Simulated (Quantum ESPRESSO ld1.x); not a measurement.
The numbers below are computed, except where a source is named.
Ti IX, 14 electrons, occupied as [Ne] 3s2 3p2 (the NIST ground configuration). Level of theory: scalar-relativistic Kohn-Sham, relativistic LDA (MacDonald-Vosko exchange, VWN5 correlation), spin-unpolarised, spherical densities, point nucleus (ld1.x of Quantum ESPRESSO 7.5). Some entries of the table are withheld. Estimate them.

orbital  occ.  eigenvalue (hartree)  <1/r> (bohr^-1)  <r^2> (bohr^2)
1s          2             -184.5398            21.73             (1)
2s          2              -25.8496            4.557          0.1242
2p          6              -22.5482            4.471          0.1022
3s          2               -7.4977              (2)          0.9200
3p          2               -6.5678            1.504          0.9630
3d          0               -5.1745            1.336          0.9487
4s          0                   (3)           0.7670           3.846
4p          0                   (4)              (5)           4.215

Answer. 
(1) 1s <r^2> (bohr^2): 0.006553
(2) 3s <1/r> (bohr^-1): 1.584
(3) 4s eigenvalue (hartree): -3.3529
(4) 4p eigenvalue (hartree): -3.0225
(5) 4p <1/r> (bohr^-1): 0.7297
